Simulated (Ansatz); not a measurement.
AlH3 (SMILES [AlH3]) moved off its minimum; all values from Ansatz (a first-principles code), cores frozen in correlated methods.
(charge 0, multiplicity 1)
```xyz
4

Al    -0.04240     0.01841     0.00020
H      0.73392    -0.36090     1.33523
H     -0.31989     1.56552    -0.30711
H     -0.32214    -1.16841    -1.11665
```

Forces at PBE/def2-TZVPP (eV/Å):

```tsv
atom	Fx	Fy	Fz
Al1	0.210	-0.340	-0.545
H2	-0.074	-0.042	0.101
H3	-0.120	-0.124	-0.007
H4	-0.015	0.506	0.450
```

### Question
Give the forces (eV/Å), the total energy and the dipole at CCSD(T)/aug-cc-pV(T+d)Z.

### Answer

| atom | Fx | Fy | Fz |
|---|---|---|---|
| Al1 | 0.260 | -0.337 | -0.557 |
| H2 | -0.166 | -0.003 | -0.041 |
| H3 | -0.099 | -0.296 | 0.026 |
| H4 | 0.006 | 0.635 | 0.571 |
Energy -243.7649 hartree, dipole 0.37 D.
